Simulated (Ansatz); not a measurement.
Cost and result for the atomization energy of H$_{6}$InO$_{3}$P, SMILES `[OH][In-]([OH])([OH])[PH3+]` (11 atoms, 10 bonds).

Z-matrix (Å, degrees):
```
In
O 1 1.996
O 1 1.996 2 118.8
O 1 1.996 2 118.8 3 158.5
P 1 2.771 2 96.4 3 -100.7
H 2 0.960 1 111.8 3 -8.6
H 3 0.960 1 111.8 2 149.8
H 4 0.960 1 111.7 2 -8.4
H 5 1.410 1 119.1 2 -55.5
H 5 1.410 1 119.0 2 -175.6
H 5 1.410 1 119.0 2 64.5
```

The species carries charge 0 and has multiplicity 1. Correlated methods include outer-core shells of In, which these sets cover unevenly. In: def2 effective core potential. The structure was optimised at the PBE0-D4/def2-TZVP level. It is one conformer, not always the lowest. Program: Ansatz. All runs use 8 threads of an AMD EPYC on a shared host. Times are those of one run each, without the atoms' runs, and a repeat can differ threefold. Electronic energies, without spin–orbit coupling; frozen cores. CCSD(T)/CBS adds CCSD(T) − MP2 in def2-TZVPP to the MP2 limit, and its time is that of the two runs behind it. T1 = 0.016. With those shells the extrapolation isn't a true limit. HSE06 is the plane-wave form, built on full-range PBE exchange.

CCSD(T)/CBS is a level of theory with its own doubt, some kJ/mol a heavy atom from the limit and from the frozen cores, so smaller differences don't rank the functionals.

```tsv
level	functions	wall time	atomization (kcal/mol)	difference from CCSD(T)/CBS	per bond
BLYP-D4/def2-TZVPP	269	3.7 s	802.3	-10.9	-1.1
revPBE-D4/def2-TZVPP	269	4 s	786.1	-27.1	-2.7
PBE0-D4/def2-TZVPP	269	5.5 s	785.9	-27.3	-2.7
BHLYP-D4/def2-TZVPP	269	6.5 s	761.2	-52.0	-5.2
CAM-B3LYP-D4/def2-TZVPP	269	7.5 s	803.7	-9.5	-0.9
HSE06-D4/def2-TZVPP	269	8 s	786.5	-26.7	-2.7
B97M-V/def2-TZVPP	269	11 s	800.5	-12.7	-1.3
B2PLYP/def2-TZVPP	269	12 s	789.3	-23.9	-2.4
PBE-QIDH/def2-TZVPP	269	12 s	782.1	-31.1	-3.1
CCSD(T)/def2-SVP	116	18 s	728.9	-84.3	-8.4
MP2/def2-QZVPP	503	44 s	813.4	0.2	0.0
CCSD(T)/def2-TZVPP	269	7.2 min	780.7	-32.5	-3.2
CCSD(T)/CBS(def2)	–	8 min	813.2	0.0	0.0
```

In def2-TZVPP, CCSD(T) changes the Hartree–Fock value by +262.4 kcal/mol (the triples alone add +15.6 kcal/mol) and MP2 by +275.7 kcal/mol; breaking electron pairs costs correlation energy, which Hartree–Fock lacks. From r2SCAN to r2SCAN0 (25 % exact exchange), in def2-TZVPP and without D4, the atomization energy moves by −23.9 kcal/mol: exact exchange takes away binding that semilocal exchange gives to molecules. Leaving LDA and LC-ωPBE aside and taking each functional with its dispersion term where it has one, the values, not all of them listed here, spread over 50.5 kcal/mol, from BHLYP-D4 to PBE-D4. LDA lies +128.4 kcal/mol from PBE without D4, its usual overbinding.

Spin–orbit coupling would lower the free In atoms strongly, and the atomization energy with them, by more than many differences here.
